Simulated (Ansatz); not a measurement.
`[CH3][V](=[NH])([F])[F]` + H–F → `[NH]=[V]([F])([F])[F]` + CH₄ at 600 K and 1 bar (ligand exchange at a V–C bond).

Isolated molecules relaxed with PBE0-D4/def2-TZVP in Ansatz; ΔE leaves out vibrations. CCSD(T)/CBS is the MP2 limit (def2-TZVPP, def2-QZVPP) plus CCSD(T) − MP2 in def2-TZVPP, frozen cores. This one scheme is used for every species. For V outer-core shells are correlated without core-valence functions, which leaves a few kJ/mol of doubt a bond. Scalar relativity is left out up to krypton. One conformer a species, not always the lowest.

| species | CCSD(T)/CBS energy (Eh) | H − E (kJ/mol) | S (J/(mol·K)) |
| --- | --- | --- | --- |
| `[CH3][V](=[NH])([F])[F]` | -1238.29538 | 203.2 | 438.6 |
| H–F | -100.39570 | 42.3 | 194.0 |
| `[NH]=[V]([F])([F])[F]` | -1298.27820 | 104.9 | 389.6 |
| CH₄ | -40.46206 | 140.4 | 215.7 |

H − E and S are ideal-gas, rigid-rotor, harmonic terms from PBE0-D4/def2-TZVP, for one conformer and one mirror image of each species. 1 Eh = 2625.50 kJ/mol, R = 8.31446 J/(mol·K).

By hand: ΔE, ΔH, ΔS and ΔG.

ΔE = (-1298.27820) + (-40.46206) − (-1238.29538) − (-100.39570) = -0.04918 Eh = -129.1 kJ/mol. Δ(H − E) = 104.9 + 140.4 − 203.2 − 42.3 = -0.2, so ΔH = -129.3 kJ/mol. ΔS = 389.6 + 215.7 − 438.6 − 194.0 = -27.3 J/(mol·K). ΔG = -129.3 − 600 × (-27.3)/1000 = -112.9 kJ/mol.

By hand: the equilibrium constant, and the temperature at which ΔG would vanish if ΔH and ΔS stayed fixed.

log₁₀ K = −ΔG/(RT ln 10) = 9.8. ΔG = 0 at ΔH/ΔS = 4736 K, far beyond where these terms or the molecules hold.

ΔH outweighs TΔS. A doubt of 5 kJ/mol in ΔE shifts log₁₀ K by 0.4 here. Other conformers and mirror images would add mixing entropy, several J/(mol·K) or more a flexible species. These are equilibria of isolated gas molecules and say nothing of rates. Largest T1 diagnostic: 0.030 (customary marks: 0.02 for closed shells, 0.045 for open ones).
